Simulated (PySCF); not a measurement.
All values below come from B3LYP-D3(BJ)/def2-TZVP // BP86-D3(BJ)/def2-SVP in PySCF 2.14.0. Gas-phase values, no solvent. One relaxed conformer stands for a flexible species; it need not be the lowest. B3LYP has the VWN-RPA correlation part, as in Gaussian. 

Reference species: [Hf(F)(OH)3] (neutral, multiplicity 1).

- HOMO–LUMO gap = 8.10 eV
- coordination number = 4
- LUMO = -0.48 eV
- charge on the central atom (Mulliken) = 1.67 e

Changed species: [Hf(OH)4] (4 of 4 F replaced by OH; the reference has 3 of 4 F replaced by OH).

**Question.** Predict the effect on the HOMO–LUMO gap, coordination number, LUMO and charge on the central atom (Mulliken).

**Answer.** the HOMO–LUMO gap falls by 0.21 eV, to 7.89 eV; the coordination number hardly moves; the LUMO goes up by 0.25 eV, to -0.23 eV; the charge on the central atom (Mulliken) falls by 0.03 e, to 1.64 e.
